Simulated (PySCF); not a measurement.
C4H7NSi.
SMILES with atom numbers: `[CH:1]#[C:2][CH2:3]/[CH:4]=[N:5]/[SiH3:6]` (hydrogens: H7 on C1; H8, H9 on C3; H10 on C4; H11, H12, H13 on Si6)

The calculation used PySCF 2.14.0, PBE0-D3(BJ)/def2-SVP geometry optimisation, gas phase.

**Question.** List the bond lengths, angles and torsions at this level.

**Answer.** 
```json
{"bond": "C1≡C2", "length (Å)": "1.209", "order": "triple"}
{"bond": "C2–C3", "length (Å)": "1.453", "order": "single"}
{"bond": "C3–C4", "length (Å)": "1.509", "order": "single"}
{"bond": "C4=N5", "length (Å)": "1.260", "order": "double"}
{"bond": "N5–Si6", "length (Å)": "1.751", "order": "single"}
{"bond": "C1–H7", "length (Å)": "1.074", "order": "single"}
{"bond": "C3–H8, C3–H9", "length (Å)": "1.106", "order": "single"}
{"bond": "C4–H10", "length (Å)": "1.115", "order": "single"}
{"bond": "Si6–H11, Si6–H12", "length (Å)": "1.491", "order": "single"}
{"bond": "Si6–H13", "length (Å)": "1.504", "order": "single"}
```

Bonds in one row agree within 0.01 Å and their mean is given. Orders are formal, as drawn. A selection of angles:
```json
{"angle": "C2–C1–H7", "degrees": "179.5"}
{"angle": "C1–C2–C3", "degrees": "179.2"}
{"angle": "C2–C3–C4", "degrees": "115.7"}
{"angle": "C2–C3–H8", "degrees": "110.4"}
{"angle": "C4–C3–H8", "degrees": "107.7"}
{"angle": "H8–C3–H9", "degrees": "104.7"}
{"angle": "C3–C4–N5", "degrees": "124.0"}
{"angle": "C3–C4–H10", "degrees": "112.6"}
{"angle": "N5–C4–H10", "degrees": "123.4"}
{"angle": "C4–N5–Si6", "degrees": "125.3"}
{"angle": "N5–Si6–H11", "degrees": "108.3"}
{"angle": "N5–Si6–H13", "degrees": "112.4"}
{"angle": "H11–Si6–H12", "degrees": "109.3"}
```

Dihedral angles: C2–C3–C4–N5 0° (synperiplanar); C3–C4–N5–Si6 180° (antiperiplanar).

Si6 (SiH3 silicon) is tetrahedral (angles from 108.3° to 112.4°). The 3 C–C bonds span 1.209 Å (C1≡C2, drawn triple) to 1.509 Å (C3–C4, drawn single), a spread of 0.300 Å. The 6 heavy atoms lie in one plane (0.001 Å rms). N5 (C=N nitrogen) is bent (angle 125.3°).

Point group: Cs (every atom within 0.08 Å of its image). Not checked by PBE0-D3(BJ)/def2-SVP frequencies. One conformer, not necessarily the lowest.
